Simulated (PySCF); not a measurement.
C4H5F4S (doublet state).
Cartesian coordinates in Å at the GFN2-xTB level; atoms count from 1:
```xyz
14
C4H5F4S angstrom
F     -2.6711    0.3729    0.7855
C     -1.2941    0.2962    0.8833
C     -0.6862   -0.0484   -0.4294
S     -1.2812   -1.4055   -1.3258
C      0.6546    0.4799   -0.7965
C      1.7737   -0.0822    0.0846
F      1.8267   -1.4183    0.0622
F      1.6273    0.2728    1.3729
F      2.9793    0.3615   -0.2983
H     -0.9426    1.2724    1.2321
H     -1.0999   -0.4568    1.6642
H     -2.4803   -1.4268   -0.7421
H      0.8979    0.2131   -1.8270
H      0.6953    1.5687   -0.6879
```

The hyperfine couplings belong to this conformer and change with its torsions.

As a line formula: `FC[C](S)CC(F)(F)F` [radical].

Theory: UKS B3LYP, pcH-1 on C F H S, non-relativistic, mean-field spin-orbit, GIAO (PySCF). Isolated species at its GFN2-xTB geometry (one conformer only). The geometry wasn't refined by DFT: couplings that depend on bond lengths, twists or pyramidal angles can differ widely from those at the functional's own minimum. The SCF solution wasn't tested for stability.

The largest Mulliken spin populations are on C3 (+0.79) and S4 (+0.18). The angles at C3 add up to 357.6°, so it is nearly planar.

Task: How do the β-proton couplings of this frozen conformer go with θ, the angle between the C–H bond and the normal to the plane of the spin centre's three neighbours, both seen down the bond from centre to carbon?

Result: 
| β H | on | centre | θ (°) | cos²θ | a (G) |
| --- | --- | --- | --- | --- | --- |
| H10 | C2 | C3 | 71 | 0.11 | +4.48 |
| H11 | C2 | C3 | 14 | 0.94 | +31.38 |
| H13 | C5 | C3 | 75 | 0.07 | +4.36 |
| H14 | C5 | C3 | 47 | 0.47 | +18.18 |

Fitting the Heller–McConnell form a = ρ(B0 + B2 cos²θ), with Mulliken ρ = 0.79, gives B0 = 2.5 G and B2 = 40.4 G, with a largest miss of 1.3 G. By this fit the coupling would be 33.8 G at θ = 0° and 2.0 G at 90°.

Couplings in gauss use g_iso = 2.0046.
